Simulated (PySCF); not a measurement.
C₅H₅OP.
Atom-mapped SMILES: `[OH:1][c:2]1[cH:3][cH:4][cH:5][p:6][cH:7]1` (hydrogens: H8 on O1; H9 on C3; H10 on C4; H11 on C5; H12 on C7)

A GFN2-xTB structure was refined with PySCF, PBE/6-31+G* geometry optimisation, gas phase. Its GFN2-xTB values:

```tsv
coordinate	GFN2-xTB
O1–C2	1.361 Å
O1–H8	0.965 Å
C2–C3	1.392 Å
C2–C7	1.386 Å
C3–C4	1.384 Å
C3–H9	1.083 Å
C4–C5	1.379 Å
C4–H10	1.083 Å
C5–P6	1.733 Å
C5–H11	1.082 Å
P6–C7	1.727 Å
C7–H12	1.082 Å
O1–C2–C3	120.5°
O1–C2–C7	116.6°
C2–C3–C4	122.7°
C2–C7–P6	125.4°
C3–C2–C7	122.9°
C3–C4–C5	123.7°
C4–C5–P6	125.0°
C5–P6–C7	100.4°
```

Q: How do these coordinates change at the PBE/6-31+G* level?

A: 
```json
{"coordinate": "C4–C5", "PBE/6-31+G* (Å or °)": "1.401", "change": "+0.022"}
{"coordinate": "P6–C7", "PBE/6-31+G* (Å or °)": "1.748", "change": "+0.021"}
{"coordinate": "C5–P6", "PBE/6-31+G* (Å or °)": "1.753", "change": "+0.020"}
{"coordinate": "C3–C4", "PBE/6-31+G* (Å or °)": "1.403", "change": "+0.019"}
{"coordinate": "C2–C3", "PBE/6-31+G* (Å or °)": "1.410", "change": "+0.018"}
{"coordinate": "C2–C7", "PBE/6-31+G* (Å or °)": "1.403", "change": "+0.017"}
{"coordinate": "O1–C2", "PBE/6-31+G* (Å or °)": "1.377", "change": "+0.016"}
{"coordinate": "C4–H10", "PBE/6-31+G* (Å or °)": "1.098", "change": "+0.015"}
{"coordinate": "C3–H9", "PBE/6-31+G* (Å or °)": "1.098", "change": "+0.015"}
{"coordinate": "O1–H8", "PBE/6-31+G* (Å or °)": "0.980", "change": "+0.015"}
{"coordinate": "C7–H12", "PBE/6-31+G* (Å or °)": "1.097", "change": "+0.015"}
{"coordinate": "C5–H11", "PBE/6-31+G* (Å or °)": "1.097", "change": "+0.015"}
{"coordinate": "O1–C2–C3", "PBE/6-31+G* (Å or °)": "120.9", "change": "+0.4"}
{"coordinate": "O1–C2–C7", "PBE/6-31+G* (Å or °)": "116.2", "change": "-0.4"}
{"coordinate": "C4–C5–P6", "PBE/6-31+G* (Å or °)": "124.7", "change": "-0.3"}
{"coordinate": "C5–P6–C7", "PBE/6-31+G* (Å or °)": "100.6", "change": "+0.2"}
{"coordinate": "C3–C4–C5", "PBE/6-31+G* (Å or °)": "123.8", "change": "+0.1"}
{"coordinate": "C3–C2–C7", "PBE/6-31+G* (Å or °)": "122.9", "change": "0.0"}
{"coordinate": "C2–C7–P6", "PBE/6-31+G* (Å or °)": "125.4", "change": "0.0"}
{"coordinate": "C2–C3–C4", "PBE/6-31+G* (Å or °)": "122.6", "change": "-0.1"}
```

The energy falls by 1.7 kcal/mol over 5 energy and gradient evaluations, the largest force component goes from 0.0132 to 1.5e-04 Eh/bohr, and the atoms move by 0.028 Å rms after alignment. Among the bonds, C4–C5 and P6–C7 change most and about equally (+0.021 to +0.022 Å). Bonds longer at the end by more than 0.005 Å: 12 of 12; shorter: 0. Rotational constants go from 4123, 2074, 1380 to 4017, 2025, 1346 MHz.

The run used 140 basis functions and 38 SCF cycles in all. The run took 52 s of wall time on one thread of an Arm Neoverse V1, no GPU, shared host with 64 logical CPUs at a one-minute load of 31, and the process peaked at 0.61 GiB of memory.

Stationary, but not proved a minimum. One conformer, not necessarily the lowest.

The values belong to the conformer `[OH:1][c:2]1[cH:3][cH:4][cH:5][p:6][cH:7]1`: H–O1–C2–C3 0°.
